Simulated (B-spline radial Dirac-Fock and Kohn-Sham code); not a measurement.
**Binding energies of Hf¹³⁺ at several levels of theory**

System: the Hf¹³⁺ ion in the configuration [Kr] 4d10 4f11 5s2.

The density-functional columns are spherical, spin-unpolarised Dirac-Kohn-Sham results without Breit or QED terms: −ε is minus the orbital energy of the initial state and ΔSCF the difference of two total energies. The reference in the last column comes from ΔSCF Dirac-Fock with Breit, self-energy and vacuum polarisation, finite nucleus, configuration average. All numbers are from a radial B-spline solver, in eV; a selection of levels is shown. For the 1s level of heavy atoms much of the gap between ΔSCF and the reference is the Breit and QED part, -318.6 eV here; for other levels the error of the functional can be larger.

```tsv
level	LDA −ε	LDA ΔSCF	Dirac-Fock
K (1s)	65394.2	65936.5	65630.4
L1 (2s)	11401.7	11507.1	11566.5
L2 (2p1/2)	10907.9	11041.1	11027.0
L3 (2p3/2)	9717.2	9833.8	9848.6
M1 (3s)	2804.3	2840.3	2892.8
M2 (3p1/2)	2584.3	2622.4	2655.4
M3 (3p3/2)	2329.1	2364.5	2399.4
M4 (3d3/2)	1954.4	1995.4	2003.7
M5 (3d5/2)	1898.7	1938.7	1949.0
N1 (4s)	772.7	792.2	820.4
N2 (4p1/2)	682.2	701.5	721.5
N3 (4p3/2)	622.3	641.0	661.7
N4 (4d3/2)	472.4	490.7	499.4
N5 (4d5/2)	461.2	479.3	488.3
N6,7 (4f)	271.6	288.7	285.7
O1 (5s)	292.5	303.7	296.0
```

Values without a named source are computed, but for edge energies of neutral atoms, which are taken from tables.
